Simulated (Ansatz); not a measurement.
`N=C[SiH2]O` + CH₃OH → `COC=N` + `O[SiH3]`  (substitution at a C–Si bond)

Calculated with Ansatz (gas phase, PBE0-D4/def2-TZVP geometries, no zero-point term in ΔE). CCSD(T)/CBS adds triple-zeta CCSD(T) − MP2 to the extrapolated MP2 energy (def2 sets, frozen cores). This one scheme is used for every species. DFT in def2-TZVPP. One conformer a species, not always the lowest.

| species | r2SCANh-D4 energy (Eh) |
| --- | --- |
| `N=C[SiH2]O` | -460.55288 |
| CH₃OH | -115.70021 |
| `COC=N` | -209.13521 |
| `O[SiH3]` | -367.12573 |

Q: Work out ΔE.

A: ΔE = (-209.13521) + (-367.12573) − (-460.55288) − (-115.70021) = -0.00785 Eh = -20.6 kJ/mol. CCSD(T)/CBS gives -7.5 kJ/mol.

Q: What do rigid-rotor, harmonic-oscillator terms from PBE0-D4/def2-TZVP frequencies (298.15 K, 1 bar) make of the CCSD(T)/CBS value? (Estimate.)

A: Ansatz gave: ΔZPE = -2.9 kJ/mol, ΔH = -11.3 kJ/mol, ΔS = -2 J/(mol·K), ΔG = -10.6 kJ/mol.

Largest T1 diagnostic among the species: 0.014.

In def2-TZVPP, CCSD(T) changes the Hartree–Fock value by +10.9 kJ/mol (the triples alone add −0.5 kJ/mol) and MP2 by +8.5 kJ/mol. Leaving LDA and LC-ωPBE aside and taking each functional with its dispersion term where it has one, the values, not all of them listed here, spread over 8.2 kJ/mol, from r2SCAN-D4 to ωB97M-V. LDA lies −9.4 kJ/mol from PBE without D4. At CCSD(T), def2-SVP lies −17.1 kJ/mol from the extrapolated value and def2-TZVPP −4.1 kJ/mol.
